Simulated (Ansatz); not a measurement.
Stepwise reaction of `[OH][Al]([Br])[Br]` with hydrogen fluoride, as a gas-phase model of exchange steps in deposition or etching. ΔE in kJ/mol; ΔG adds harmonic PBE0-D4 terms to CCSD(T)/CBS, at 1 bar.

Gas-phase electronic energies from Ansatz, PBE0-D4/def2-TZVP geometries. CCSD(T)/CBS is the MP2 limit (def2-TZVPP, def2-QZVPP) plus CCSD(T) − MP2 in def2-TZVPP, frozen cores. This one scheme is used for every species. Functionals use def2-TZVPP. B3LYP here is the variant with VWN-RPA as its local correlation; programs differ in this. For Br outer-core shells are correlated without core-valence functions, which leaves a few kJ/mol of doubt a bond. Scalar relativity is left out up to krypton. One conformer a species, not always the lowest.

| step | reaction | PBE-D4 | B3LYP-D4 | ωB97M-V | CCSD(T)/CBS | ΔG(600 K) |
| --- | --- | --- | --- | --- | --- | --- |
| 2 | `[OH][Al]([F])[Br]` + H–F → `[OH][Al]([F])[F]` + HBr | -17.0 | -24.8 | -21.0 | -18.4 | -25.2 |

Task: Give the row of step 1, `[OH][Al]([Br])[Br]` + H–F → `[OH][Al]([F])[Br]` + HBr. (Estimate.)

Result: Ansatz gave: 
```csv
step,reaction,PBE-D4,B3LYP-D4,ωB97M-V,CCSD(T)/CBS,ΔG(600 K)
1,`[OH][Al]([Br])[Br]` + H–F → `[OH][Al]([F])[Br]` + HBr,-17.8,-25.4,-22.0,-17.7,-24.6
```

Task: By hand: ΔE of the 2 steps together at CCSD(T)/CBS.

Result: (-17.7) + (-18.4) = -36.1 kJ/mol, or -18.0 kJ/mol a step.

In ΔE the steps differ by no more than 0.7 kJ/mol. All are downhill at CCSD(T)/CBS. ΔG lies between -25.2 and -24.6 kJ/mol a step. PBE-D4 differs from CCSD(T)/CBS by -0.1 to 1.4 kJ/mol a step. Isolated molecules leave out the surface, adducts and barriers. Largest T1 diagnostic: 0.013.
